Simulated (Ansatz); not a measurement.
```xyz
3

O     0.0644   -0.0587   -0.0782
H    -0.0343    0.8238    0.5867
H     0.1099   -0.6705    0.5252
```

Basis set: STO-3G (spherical functions). Frozen core: 1 orbital. Charge 0, multiplicity 1.

Computed with Ansatz (development build ahead of 0.2.0); each method stands on the lowest determinant of its kind that the runs found. Restricted open shells among the atoms or ions are ROHF, correlated in semicanonical orbitals with singles.

**Question.** Give the atomization energy at this shape (free ground-state atoms in the same class of orbitals less the molecule, no zero-point energy) of singlet H₂O by RHF-MP2, RHF.

**Answer.**

| method | atomization energy |
| --- | --- |
| RHF-MP2 | 597.8 kJ/mol |
| RHF | 494.2 kJ/mol |

Caution: no unrestricted run beside it, a lower state can exist; the shape is not the minimum.

This basis has no polarisation functions and is too small for such energies, which can lie far from measured ones in either direction.
